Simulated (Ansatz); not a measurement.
CH₆GeSe (`C[Se][GeH3]`) from Hartree–Fock to CCSD(T)

```xyz
9

C    -0.314   -0.984    1.261
Se   -1.077   -0.832   -0.534
Ge    0.276    0.942   -1.255
H     0.745   -1.231    1.204
H    -0.849   -1.795    1.753
H    -0.463   -0.061    1.817
H    -0.143    1.261   -2.695
H     1.758    0.531   -1.203
H     0.066    2.169   -0.349
```

The species carries charge 0 and has multiplicity 1. Correlated methods include outer-core shells of Ge, Se, which these sets cover unevenly. Scalar relativity is left out up to krypton. The geometry is a stationary point of PBE0-D4/def2-TZVP. Frozen core, restricted reference, Ansatz 0.2.0.

| basis | HF (Eh) | MP2 corr. | CCSD corr. | (T) | CCSD(T) total |
| --- | --- | --- | --- | --- | --- |
| def2-SVP | ? | -0.61972 | ? | -0.01806 | ? |
| def2-TZVPP | ? | -0.71862 | -0.74848 | ? | ? |
| def2-QZVPP | -4516.69462 | -1.29699 | – | – | – |

Question: Fill in the withheld values. (An estimate is asked.)

Answer: The calculation gave: def2-SVP HF (Eh): -4515.99392; def2-SVP CCSD corr.: -0.64811; def2-SVP CCSD(T) total: -4516.66009; def2-TZVPP HF (Eh): -4516.60307; def2-TZVPP (T): -0.02762; def2-TZVPP CCSD(T) total: -4517.37917.
